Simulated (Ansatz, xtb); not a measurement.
Cl2H2Si2: which of two structures lies lower

Structure a is `Cl[Si][SiH2]Cl`, a singlet and structure b is a singlet given by its coordinates. Both are isolated molecules in the gas phase, relaxed with B3LYP-D3(BJ)/def2-SVP; the shapes shown needn't be the lowest conformers.

a (Å):

```xyz
6

Cl    1.0990   -2.4631    0.3695
Cl    0.6963    0.7012   -1.5758
Si   -0.3895    0.5416    0.2861
Si    1.7224   -0.4745    0.7812
H    -1.6387   -0.2193    0.0055
H    -0.7292    1.9372    0.6878
```

b (Å):

```yaml
atoms:
  - { symbol: Cl, position_ang: [-2.9122, 1.7891, -0.2757] }
  - { symbol: Cl, position_ang: [-0.3838, -1.7251, 0.0741] }
  - { symbol: Si, position_ang: [-1.2192, 1.5223, -1.4545] }
  - { symbol: Si, position_ang: [0.3182, 0.0696, -0.7092] }
  - { symbol: H, position_ang: [-0.6274, 2.8750, -1.7058] }
  - { symbol: H, position_ang: [1.3245, -0.2635, -1.7673] }
```

Close contacts (Å): Cl1–Si3 2.08, Cl2–Si4 2.08, Si3–Si4 2.24, Si3–H5 1.50, Si4–H6 1.50.

Energies in hartree; the thermal terms are from B3LYP-D3(BJ)/def2-SVP harmonic frequencies (ideal gas, rigid rotor, one conformer each, 298.15 K, 1 atm) and include the zero-point energy:

|  | a | b |
| --- | --- | --- |
| E, CCSD(T)/def2-TZVP | −1498.788016 | −1498.781367 |
| zero-point energy | 0.020218 | 0.019738 |
| H(298 K) − E | 0.027524 | 0.027029 |
| G(298 K) − E | −0.011856 | −0.011772 |

Task: Work out ΔE, ΔE₀, ΔH and ΔG for a → b in kJ/mol (1 Eh = 2625.50 kJ/mol) and the equilibrium ratio [b]/[a].

Result: 1. ΔE = −1498.781367 − (−1498.788016) = +0.006649 Eh = +17.46 kJ/mol.
2. ΔE₀ = ΔE + ΔZPE = +0.006649 + (−0.000480) Eh = +16.20 kJ/mol.
3. ΔH = ΔE + (−0.000495) Eh = +16.16 kJ/mol.
4. ΔG = ΔE + (+0.000084) Eh = +17.68 kJ/mol, so ΔS = (ΔH − ΔG)/T = −5.1 J/(mol K).
5. kT = 0.9442 mEh, so K = [b]/[a] = exp(−ΔG/kT) = exp(−7.13) ≈ 8.0 × 10^−4.

Structure a is favoured at this temperature. An error of 4 kJ/mol in ΔG would change K by a factor of 5. Mirror images and further conformers aren't counted.

Other levels gave ΔE = +28.3 (B3LYP-D3(BJ)/def2-SVP); +47.2 (HF/def2-TZVP); +22.2 (MP2/def2-TZVP) kJ/mol. The correlated steps freeze 20 core orbitals. Programs: Ansatz 0.2.0.
